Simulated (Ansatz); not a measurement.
Mulliken charges of `[F][W]([F])([F])(=[S])[Cl]` from ωB97M-V/def2-TZVPP in Ansatz (PBE0-D4/def2-TZVP geometry).

| atom | x (Å) | y (Å) | z (Å) | charge (e) |
| --- | --- | --- | --- | --- |
| F1 | -1.404 | 0.699 | -0.975 | -0.260 |
| W2 | -0.016 | -0.061 | -0.017 | 1.002 |
| F3 | -1.095 | -1.567 | 0.015 | -0.268 |
| F4 | 0.698 | -0.753 | 1.542 | -0.260 |
| S5 | 1.472 | -0.387 | -1.448 | -0.049 |
| Cl6 | 0.387 | 2.004 | 0.837 | -0.165 |

Problem. By hand: the dipole of these point charges (1 e Å = 4.8032 D).

Solution. Σ q r = (0.325, 0.061, -0.236) e Å, of length 0.406 e Å = 1.95 D.

Problem. How does the dipole of the full density compare? (Estimate.)

Solution. The calculation gave: (0.170, 0.050, -0.114) e Å, 1.01 D; the point charges give 1.93 times that, at 6° from its direction.

Point charges leave out the atoms' own dipoles, such as those of lone pairs, and Mulliken's split depends on the basis, so the two needn't agree.
